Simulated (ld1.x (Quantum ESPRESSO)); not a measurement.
# What one change does to a pseudopotential (Se, TM)

- Element: selenium (Se)
- Generator: ld1.x (Quantum ESPRESSO) 7.5
- Type: norm-conserving Troullier–Martins (Kleinman–Bylander form)
- Functional: PBE
- Relativity: scalar-relativistic
- Frozen core: [Ar]
- Valence charge: 16
- Reference configuration: 3d10 4s1 4p5
- Partial waves: 4s (bound): rc 1.45 bohr; 4p (bound): rc 1.95 bohr; 3d (bound): rc 0.60 bohr
- Local potential: all-electron potential smoothed inside 1.00 bohr (lloc = -1)
- Core correction: none

Change: local potential all-electron potential smoothed inside 0.72 bohr (lloc = -1).

Cutoffs: the cutoffs (Ry, on a coarse ladder) from which the occupation-weighted sum of valence levels, in a spherical-Bessel basis at the reference potential, stays within 10 and 1 mRy of its value at 400 Ry; they do not see the model core or the augmentation charge, which bear on the density cutoff. Errors are all-electron minus pseudo energies relative to the spin-unpolarised reference configuration.

Task: What does the change do?

Result: The bound ghosts move from s to p, s; the number of tests that count goes from 7 to 6; of the 6 tests that both files solve, the error grows in 2 and shrinks in 3 by more than 15 % and 0.3 meV (median size 2.4 → 1.4 meV); the range in which the s phases agree narrows (upper end 4.0 → 2.9); the range in which the p phases agree widens (upper end 2.1 → at the end of the scan). In the separable form a ghost depends on how the local part lies against the semilocal potential of the channel, so the choice of the local part can create or remove one.

```csv
quantity,base,changed
bound ghosts,s,"s, p"
"tests counted (converged, no solver errors)",7 of 7,6 of 7
"error for 3d10 4s2 4p4, meV [ΔE -10.88 eV]",+3.9,+1.5
"error for 3d10 4s2 4p3, meV [ΔE -0.04 eV]",-0.7,-1.3
"error for 3d10 4s2 4p2, meV [ΔE 20.31 eV]",+1.3,-9.3
"error for 3d10 4s2 4p3.5, meV [ΔE -6.57 eV]",+1.0,+0.8
"error for 3d10 4s0 4p6, meV [ΔE 11.08 eV]",+3.4,-0.8
"error for 3d10 4s2 4p4.3, meV [ΔE -12.47 eV]",+5.8,+1.4
s: phases at 2.15 bohr within 0.05 rad from the reference energy up to (Ry; the scan ends near 5),4.0,2.9
p: phases at 2.15 bohr within 0.05 rad from the reference energy up to (Ry; the scan ends near 5),2.1,to the end of the scan
d: phases at 2.15 bohr within 0.05 rad from the reference energy up to (Ry; the scan ends near 5),to the end of the scan,to the end of the scan
```

Changed file: Tests not counted: 3d9 4s2 4p4 (solver errors, printed error -89.7 eV). A true bound ghost makes a file unfit for plane-wave use even where its test errors are small: the radial tests pick states by their node count and pass the ghost by. Where a test does run into it, the solver fails or the error is huge.
